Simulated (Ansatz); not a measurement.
Ideal-gas functions of C2Br4 (`BrC(Br)=C(Br)Br`) at 500 K and 1 bar, from an Ansatz frequency run at PBE0-D4/def2-TZVP.

Molar mass 343.64 g/mol, point group D2h (symmetry number 4), electronic degeneracy 1, moments of inertia 791.397, 907.092, 1698.489 u Å². Harmonic wavenumbers (cm⁻¹, unscaled): 58, 118, 146, 192, 218, 253, 278, 510, 660, 797, 910, 1609.

Use S(trans) = R[1.5 ln M + 2.5 ln T − 1.1517]; rotational temperatures θ = 24.2544 K / I; S(rot) = R[ln(√π/σ · √(T³/θAθBθC)) + 1.5]; for each mode x = 1.438777 ν̃/T, S = R[x/(eˣ − 1) − ln(1 − e⁻ˣ)] and H = RT x/(eˣ − 1); 1 cm⁻¹ = 0.0119627 kJ/mol; R = 8.31446 J/(mol·K).

By hand: the entropy, in J/(mol·K).

Translation 192.4. Rotation: θ = 0.0306, 0.0267, 0.0143 K, giving 130.4. Vibration, mode by mode: 23.21, 17.33, 15.59, 13.35, 12.33, 11.13, 10.39, 5.83, 4.13, 3.02, 2.34, 0.46, in all 119.1. Electronic 0.0. Sum 441.9 J/(mol·K).

By hand: H − E and G − E in kJ/mol, counted from the electronic energy.

Zero-point energy ½ × 5749 × 0.0119627 = 34.4; thermal vibration 27.6; translation, rotation and pV give 4 RT = 16.6. H − E = 78.6 kJ/mol, and G − E = 78.6 − 500 × 441.9/1000 = -142.3 kJ/mol.

Vibration gives 27 % of the entropy, 56.1 J/(mol·K) of it from the modes under 150 cm⁻¹: soft modes count most, and the harmonic formula is weakest for them.
